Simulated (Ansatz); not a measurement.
`OB[TeH]` + HCl → `ClB[TeH]` + H₂O at 298.15 K and 1 bar (ligand exchange at a B–O bond).

Program: Ansatz. Geometries: PBE0-D4/def2-TZVP. ΔE: electronic, gas phase. CBS: MP2 limit from def2 TZ/QZ plus the TZ coupled-cluster correction, frozen cores. This one scheme is used for every species. def2 core potentials past Kr. For Te outer-core shells are correlated without core-valence functions, which leaves a few kJ/mol of doubt a bond. Each species was taken in one conformer, which may not be the lowest.

| species | CCSD(T)/CBS energy (Eh) | H − E (kJ/mol) | S (J/(mol·K)) |
| --- | --- | --- | --- |
| `OB[TeH]` | -369.55161 | 105.2 | 296.7 |
| HCl | -460.38127 | 26.6 | 186.8 |
| `ClB[TeH]` | -753.54186 | 68.6 | 302.8 |
| H₂O | -76.37941 | 66.4 | 188.7 |

H − E and S are ideal-gas, rigid-rotor, harmonic terms from PBE0-D4/def2-TZVP, for one conformer and one mirror image of each species. 1 Eh = 2625.50 kJ/mol, R = 8.31446 J/(mol·K).

Task: By hand: ΔE, ΔH, ΔS and ΔG.

Result: ΔE = (-753.54186) + (-76.37941) − (-369.55161) − (-460.38127) = 0.01161 Eh = 30.5 kJ/mol. Δ(H − E) = 68.6 + 66.4 − 105.2 − 26.6 = 3.2, so ΔH = 33.7 kJ/mol. ΔS = 302.8 + 188.7 − 296.7 − 186.8 = 8.0 J/(mol·K). ΔG = 33.7 − 298.15 × (8.0)/1000 = 31.3 kJ/mol.

Task: By hand: the equilibrium constant, and the temperature at which ΔG would vanish if ΔH and ΔS stayed fixed.

Result: log₁₀ K = −ΔG/(RT ln 10) = -5.5. ΔG = 0 at ΔH/ΔS = 4212 K, far beyond where these terms or the molecules hold.

The number of gas molecules stays the same, so ΔS is small and ΔH decides. A doubt of 5 kJ/mol in ΔE shifts log₁₀ K by 0.9 here. Other conformers and mirror images would add mixing entropy, several J/(mol·K) or more a flexible species. These are equilibria of isolated gas molecules and say nothing of rates. Largest T1 diagnostic: 0.014 (customary marks: 0.02 for closed shells, 0.045 for open ones).
